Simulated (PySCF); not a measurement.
AlH3OSi, CH5ClOSi, CH4B2N, BF2H2Si and others (calculated)

Computed with PySCF 2.14.0. Calculation on a computer-drawn molecule: optimised geometry and harmonic frequencies of an isolated molecule of the commonest isotopes, restricted reference for singlets and unrestricted otherwise, frozen core in MP2.

```json
{"entry": 1, "formula": "AlH3OSi", "start_structure": {"atoms_angstrom": [["Al", -2.7886, -1.6902, 0.7144], ["O", -1.3326, -2.227, 0.0184], ["Si", 0.0694, -2.7439, -0.651], ["H", -0.1274, -4.0569, -1.3059], ["H", 0.5416, -1.7753, -1.6661], ["H", 1.1135, -2.8859, 0.3888]]}, "given": {"charge": 0, "multiplicity": 1, "method": "MP2", "basis": "cc-pV(D+d)Z", "drawn_bonds_atom": [1, 2, 3, 3, 3], "drawn_bonds_other_atom": [2, 3, 4, 5, 6], "drawn_bonds_order": [1, 1, 1, 1, 1]}, "results": {"optimised_atom_element": ["Al", "O", "Si", "H", "H", "H"], "optimised_atom_x [angstrom]": [-2.819, -1.344, 0.07904, -0.1172, 0.5525, 1.125], "optimised_atom_y [angstrom]": [-1.679, -2.223, -2.747, -4.062, -1.778, -2.89], "optimised_atom_z [angstrom]": [0.7289, 0.02403, -0.6556, -1.311, -1.672, 0.3848], "modes_frequency [cm^-1]": [74.0, 74.17, 512.8, 753.5, 753.7, 994.8, 994.8, 1010, 1060, 2280, 2280, 2283], "modes_reduced_mass [dalton]": [6.285, 6.288, 10.97, 1.185, 1.185, 1.05, 1.05, 2.658, 1.696, 1.052, 1.052, 1.019], "rotational_constants [GHz]": [86.54, 2.904, 2.904], "total_energy [hartree]": -607.8934, "convergence_status_largest_gradient_component [hartree/bohr]": 2.359e-05}}
{"entry": 2, "formula": "CH5ClOSi", "start_structure": {"atoms_angstrom": [["O", 0.4801, 2.353, 0.8297], ["C", 1.3339, 1.2963, 0.66], ["Si", 1.3619, 0.6858, -1.1237], ["Cl", 1.9269, 2.1604, -2.4208], ["H", -0.469, 2.043, 0.6314], ["H", 1.2134, 0.5328, 1.3759], ["H", 2.3742, 1.7123, 0.9588], ["H", 2.4087, -0.3931, -1.2657], ["H", 0.0424, 0.2553, -1.5401]]}, "given": {"charge": 0, "multiplicity": 1, "method": "HF", "basis": "cc-pV(D+d)Z", "drawn_bonds_atom": [1, 2, 3, 1, 2, 2, 3, 3], "drawn_bonds_other_atom": [2, 3, 4, 5, 6, 7, 8, 9], "drawn_bonds_order": [1, 1, 1, 1, 1, 1, 1, 1]}, "results": {"optimised_atom_element": ["O", "C", "Si", "Cl", "H", "H", "H", "H", "H"], "optimised_atom_x [angstrom]": [0.3994, 1.366, 1.402, 2.037, -0.4663, 1.226, 2.334, 2.333, 0.04154], "optimised_atom_y [angstrom]": [2.35, 1.343, 0.6873, 2.16, 1.98, 0.5062, 1.784, -0.4513, 0.2868], "optimised_atom_z [angstrom]": [0.8356, 0.6423, -1.128, -2.438, 0.7508, 1.341, 0.8866, -1.244, -1.54], "modes_frequency [cm^-1]": [87.92, 170.6, 282.1, 305.8, 538.5, 598.3, 708.8, 747.7, 843.8, 977.9, 1026, 1161, 1235, 1412, 1496, 1569, 2332, 2341, 3136, 3241, 4147], "modes_reduced_mass [dalton]": [4.278, 2.825, 1.728, 1.463, 9.905, 1.786, 1.906, 1.134, 1.463, 1.231, 1.063, 5.827, 1.037, 1.318, 1.217, 1.072, 1.04, 1.042, 1.07, 1.093, 1.067], "rotational_constants [GHz]": [8.03, 2.419, 2.034], "total_energy [hartree]": -864.1264, "convergence_status_largest_gradient_component [hartree/bohr]": 1.108e-05}}
{"entry": 3, "formula": "CH4B2N", "start_structure": {"atoms_angstrom": [["B", -1.9704, 1.0953, -0.3576], ["N", -1.047, 1.5838, -1.0376], ["C", -0.0362, 2.1185, -1.6997], ["B", 1.0324, 1.2624, -2.4253], ["H", -2.8057, 0.6449, 0.2425], ["H", 0.1199, 3.2322, -1.6779], ["H", 1.9226, 1.7611, -3.0048], ["H", 0.9157, 0.095, -2.4435]]}, "given": {"charge": 0, "multiplicity": 2, "method": "HF", "basis": "cc-pVDZ", "drawn_bonds_atom": [1, 2, 3, 1, 3, 4, 4], "drawn_bonds_other_atom": [2, 3, 4, 5, 6, 7, 8], "drawn_bonds_order": [2, 1, 1, 1, 1, 1, 1]}, "results": {"optimised_atom_element": ["B", "N", "C", "B", "H", "H", "H", "H"], "optimised_atom_x [angstrom]": [-1.971, -1.023, 0.01257, 1.036, -2.867, 0.07014, 1.926, 0.9473], "optimised_atom_y [angstrom]": [1.113, 1.595, 2.109, 1.257, 0.6593, 3.195, 1.804, 0.06099], "optimised_atom_z [angstrom]": [-0.3588, -0.9934, -1.688, -2.447, 0.2418, -1.67, -3.038, -2.45], "modes_frequency [cm^-1]": [191.3, 262.9, 422.1, 471.1, 719.8, 743.0, 793.2, 845.6, 1032, 1063, 1219, 1324, 1512, 2012, 2675, 2750, 2993, 3280], "modes_reduced_mass [dalton]": [2.935, 1.663, 1.713, 2.746, 1.346, 1.359, 1.332, 1.948, 1.41, 2.339, 1.978, 1.288, 1.772, 5.709, 1.056, 1.129, 1.19, 1.087], "rotational_constants [GHz]": [42.23, 4.801, 4.311], "total_energy [hartree]": -143.9863, "spin_squared": 0.7824, "convergence_status_largest_gradient_component [hartree/bohr]": 4.088e-05}}
{"entry": 4, "formula": "BF2H2Si", "start_structure": {"atoms_angstrom": [["F", -2.571, -1.9174, 0.5457], ["B", -1.7871, -1.0527, 0.1806], ["Si", -0.415, 0.4605, -0.4387], ["F", 0.1965, 0.8313, 0.9756], ["H", -1.277, 1.4953, -0.9929], ["H", 0.5106, -0.2535, -1.3073]]}, "given": {"charge": 1, "multiplicity": 1, "method": "MP2", "basis": "cc-pV(D+d)Z", "drawn_bonds_atom": [1, 2, 3, 3, 3], "drawn_bonds_other_atom": [2, 3, 4, 5, 6], "drawn_bonds_order": [1, 1, 1, 1, 1]}, "results": {"optimised_atom_element": ["F", "B", "Si", "F", "H", "H"], "optimised_atom_x [angstrom]": [-2.578, -1.782, -0.4134, 0.217, -1.289, 0.5029], "optimised_atom_y [angstrom]": [-1.924, -1.046, 0.4612, 0.8492, 1.488, -0.2656], "optimised_atom_z [angstrom]": [0.539, 0.1703, -0.4325, 0.9929, -0.9958, -1.311], "modes_frequency [cm^-1]": [129.6, 255.1, 361.9, 415.9, 612.4, 706.2, 865.5, 904.4, 958.9, 1652, 2378, 2413], "modes_reduced_mass [dalton]": [12.75, 3.338, 10.71, 12.15, 1.499, 1.113, 1.222, 2.154, 1.609, 12.73, 1.026, 1.06], "rotational_constants [GHz]": [15.7, 2.598, 2.294], "total_energy [hartree]": -513.9824, "convergence_status_largest_gradient_component [hartree/bohr]": 2.485e-05}}
{"entry": 5, "formula": "H3NSi2", "start_structure": {"atoms_angstrom": [["Si", 1.5479, 1.1102, 0.0169], ["N", 0.2892, 0.017, 0.2576], ["Si", -0.9585, -0.8634, 0.5937], ["H", 2.4115, 0.2585, -0.9143], ["H", -1.0235, -1.7875, 1.7359], ["H", -2.1974, -0.8626, -0.1985]]}, "given": {"charge": 0, "multiplicity": 1, "method": "MP2", "basis": "cc-pV(D+d)Z", "drawn_bonds_atom": [1, 2, 1, 3, 3], "drawn_bonds_other_atom": [2, 3, 4, 5, 6], "drawn_bonds_order": [1, 2, 1, 1, 1]}, "results": {"optimised_atom_element": ["Si", "N", "Si", "H", "H", "H"], "optimised_atom_x [angstrom]": [1.57, 0.3101, -0.9798, 2.412, -1.028, -2.216], "optimised_atom_y [angstrom]": [1.137, 0.008435, -0.8793, 0.2627, -1.796, -0.8599], "optimised_atom_z [angstrom]": [0.01587, 0.2412, 0.5992, -0.9129, 1.753, -0.2054], "modes_frequency [cm^-1]": [119.7, 190.3, 454.0, 564.4, 576.1, 693.5, 849.0, 1015, 1283, 2048, 2313, 2329], "modes_reduced_mass [dalton]": [4.542, 6.356, 1.033, 9.521, 1.144, 1.233, 1.149, 1.071, 13.33, 1.043, 1.028, 1.057], "rotational_constants [GHz]": [93.67, 2.961, 2.948], "total_energy [hartree]": -634.3588, "convergence_status_largest_gradient_component [hartree/bohr]": 9.115e-06}}
{"entry": 6, "formula": "B2ClH2O", "start_structure": {"atoms_angstrom": [["B", -0.5203, 1.3306, -1.2796], ["O", -1.2273, 0.4696, -0.7907], ["B", -2.0844, -0.5629, -0.1975], ["Cl", -3.5462, -0.0295, 0.4778], ["H", 0.1611, 2.1565, -1.7502], ["H", -1.6525, -1.6564, -0.2599]]}, "given": {"charge": 1, "multiplicity": 1, "method": "MP2", "basis": "cc-pV(D+d)Z", "drawn_bonds_atom": [1, 2, 3, 1, 3], "drawn_bonds_other_atom": [2, 3, 4, 5, 6], "drawn_bonds_order": [1, 1, 1, 1, 1]}, "results": {"optimised_atom_element": ["B", "O", "B", "Cl", "H", "H"], "optimised_atom_x [angstrom]": [-0.5049, -1.254, -2.113, -3.571, 0.2073, -1.634], "optimised_atom_y [angstrom]": [1.345, 0.5059, -0.5707, -0.06761, 2.149, -1.653], "optimised_atom_z [angstrom]": [-1.289, -0.7811, -0.1815, 0.4958, -1.774, -0.2703], "modes_frequency [cm^-1]": [100.8, 135.6, 366.8, 720.2, 758.5, 767.5, 826.5, 962.7, 1135, 1773, 2838, 2936], "modes_reduced_mass [dalton]": [4.031, 3.491, 11.46, 7.487, 1.335, 1.349, 1.51, 2.124, 1.729, 5.337, 1.1, 1.181], "rotational_constants [GHz]": [33.38, 2.946, 2.707], "total_energy [hartree]": -585.1926, "convergence_status_largest_gradient_component [hartree/bohr]": 4.582e-06}}
{"entry": 7, "formula": "CH6B2Si", "start_structure": {"atoms_angstrom": [["B", -1.4101, -0.1639, 2.5529], ["B", -2.012, -0.9917, 1.2966], ["Si", -0.8324, -1.6877, -0.0588], ["C", 0.6586, -0.9099, -0.5669], ["H", -1.1445, -0.6892, 3.5367], ["H", -1.1916, 0.9844, 2.4579], ["H", -3.2212, -1.2159, 1.1785], ["H", -1.1061, -2.932, -0.6427], ["H", 1.2428, -1.2047, -1.4221], ["H", 1.0026, 0.0364, -0.1197]]}, "given": {"charge": 0, "multiplicity": 1, "method": "HF", "basis": "cc-pV(D+d)Z", "drawn_bonds_atom": [1, 2, 3, 1, 1, 2, 3, 4, 4], "drawn_bonds_other_atom": [2, 3, 4, 5, 6, 7, 8, 9, 10], "drawn_bonds_order": [1, 1, 2, 1, 1, 1, 1, 1, 1]}, "results": {"total_energy [hartree]": null, "rotational_constants [GHz]": null}}
{"entry": 8, "formula": "BH2O2Si", "start_structure": {"atoms_angstrom": [["B", -0.5692, -0.8244, -0.5372], ["O", -0.4482, -0.7986, 0.69], ["Si", -0.215, -0.3963, 2.4831], ["O", 0.1251, 0.9524, 2.646], ["H", -0.6127, -0.8778, -1.6811], ["H", -0.6649, -1.7173, 2.9655]]}, "given": {"charge": 1, "multiplicity": 1, "method": "HF", "basis": "cc-pV(D+d)Z", "drawn_bonds_atom": [1, 2, 3, 1, 3], "drawn_bonds_other_atom": [2, 3, 4, 5, 6], "drawn_bonds_order": [1, 1, 2, 1, 1]}, "results": {"total_energy [hartree]": null}}
```

Questions
1. What total energy does the calculation give for CH6B2Si (entry 7)?
2. What rotational constants does the calculation give for CH6B2Si (entry 7)?
3. BH2O2Si (entry 8): total energy?

## Answers
1. -379.5594 hartree
2. 11.18, 3.405, 2.669 GHz
3. -464.2944 hartree

Further results for CH6B2Si (entry 7):

- convergence status largest gradient component: 3.119e-05 hartree/bohr

Optimised structure:
```xyz
10
CH6B2Si
B     -1.4345    -0.0151     2.5227
B     -1.9649    -1.1088     1.3693
Si    -0.8567    -1.6453    -0.2260
C      0.7022    -1.0061    -0.4956
H     -0.8344    -0.3768     3.5004
H     -1.6487     1.1635     2.4146
H     -3.0557    -1.6045     1.4864
H     -1.3945    -2.6185    -1.1982
H      1.3224    -1.2750    -1.3442
H      1.1510    -0.2876     0.1831
```

Modes:
```
frequency (cm⁻¹)  reduced mass (dalton)
            63.6                  1.748
           119.2                   2.88
             286                  3.057
           304.4                  1.093
           374.2                  1.322
           500.4                  1.109
           582.1                  4.885
           671.9                  1.101
           737.4                  1.096
           798.1                  1.297
           858.2                  1.392
           908.7                  1.306
           922.5                  1.297
           992.5                   2.07
            1026                  3.935
            1095                  1.648
            1269                  1.288
            1513                  1.212
            2336                  1.042
            2657                  1.057
            2685                   1.09
            2725                   1.12
            3291                  1.058
            3380                  1.112
```

Further results for BH2O2Si (entry 8):

- rotational constants: 21.79, 4.022, 3.395 GHz
- convergence status largest gradient component: 2.396e-05 hartree/bohr

Optimised structure:
```xyz
6
BH2O2Si
B     -0.5408    -0.8228    -0.5153
O     -0.5206    -0.9604     0.7023
Si    -0.2874    -0.4555     2.3802
O      0.1359     0.9471     2.5504
H     -0.5674    -0.7157    -1.6804
H     -0.6046    -1.6546     3.1293
```

Modes:
```
frequency (cm⁻¹)  reduced mass (dalton)
           101.4                      4
           180.5                  3.382
           363.3                  10.41
           567.2                  11.69
           622.2                  1.341
           836.7                  1.358
           844.9                  1.387
             862                  1.087
            1389                  14.37
            1783                  5.354
            2506                  1.052
            3013                  1.177
```
